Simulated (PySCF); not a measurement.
## Nuclear quadrupole coupling in VOF3

Species: VOF3 (singlet state).
Cartesian coordinates in Å at the PBE0-D3(BJ)/def2-SVP level; atoms count from 1:
```
atom  x, y, z in Å
V1    -0.0002   -0.0001    0.0148
O2    -0.0021   -0.0108    1.5468
F3     1.6124    0.0097   -0.5179
F4    -0.8099    1.3967   -0.5126
F5    -0.8002   -1.3955   -0.5311
```

Field gradients from the PBE0/pcSseg-1 (pcSseg-2 on V) density (PySCF, non-relativistic), principal values in atomic units, ordered |Vxx| ≤ |Vyy| ≤ |Vzz|:

```csv
atom,Vxx,Vyy,Vzz
O2,0.0335,0.0341,-0.0676
```

**Question.** Find the asymmetry η = (Vxx − Vyy)/Vzz and the couplings χ = eQV/h (234.96 MHz × Q in barn × V in au), with Q(17O) = −0.0256 b.

**Answer.** 
| atom | environment | nucleus | η | χzz (MHz) | χxx (MHz) | χyy (MHz) |
| --- | --- | --- | --- | --- | --- | --- |
| O2 | oxygen bonded to V | 17O | 0.01 | 0.406 | -0.202 | -0.205 |

The gradient is axial or nearly so (η below 0.05) at O2. The tensor is traceless: Vxx + Vyy + Vzz = 0.

**Question.** What is Vzz at O2 in SI units (1 au = 9.71736 × 10²¹ V/m²)?

**Answer.** -0.0676 au = -0.657 × 10²¹ V/m².

Geometry: PBE0-D3(BJ)/def2-SVP; no solvent, vibrations or thermal averaging. These gradients aren't converged with respect to the basis.
